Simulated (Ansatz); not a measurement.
A made-up structure of LiB2H2O, doublet:

```json
{"atom": "Li1", "x (Å)": "-1.4575", "y (Å)": "-1.2664", "z (Å)": "0.1001"}
{"atom": "B2", "x (Å)": "0.6627", "y (Å)": "-1.1498", "z (Å)": "0.0774"}
{"atom": "O3", "x (Å)": "0.0473", "y (Å)": "0.5396", "z (Å)": "-0.0389"}
{"atom": "B4", "x (Å)": "1.4280", "y (Å)": "-0.1166", "z (Å)": "-0.0008"}
{"atom": "H5", "x (Å)": "-0.2694", "y (Å)": "0.8476", "z (Å)": "-0.9025"}
{"atom": "H6", "x (Å)": "-0.2592", "y (Å)": "0.9665", "z (Å)": "0.7764"}
```

It is relaxed with PBE-D4/def2-SVP and then PBE0-D4/def2-TZVP (Ansatz 0.2.0). Atoms count as bonded within 1.22 times the sum of their covalent radii (H–H: 0.88 Å). The end point is not checked to be a true minimum.

Does its bonding change? (A judgement: the text doesn't fix the answer.)

The calculation gives: Yes. Formed: Li1–B4; broken: Li1–O3, B2–O3.

Where it ends: The first stage lowers the energy by 4.28 eV in 22 steps. It ends as LiB₂H₂O ([OH2][B]1[Li][B]1):
```xyz
6
angstrom
Li -0.8694 -2.3796 -0.5188
B 0.0611 -1.5034 1.1607
O 0.0234 1.1166 -0.1206
B 0.1674 -0.4167 0.0613
H 0.1428 1.4063 -1.0346
H 0.6265 1.5977 0.4638
```

Labels in which every atom is bracketed show which atoms are joined, not bond orders.

For scale, one of the runs: PBE0-D4/def2-TZVP relaxation, 119 basis functions, launched by `ansatz run in.yaml --threads 2 --pin off --events-out ev --progress --plain --max-ram 4352MiB`. Hardware: 2 CPU threads of an Arm Neoverse V2, shared host. Wall time about 47 s.
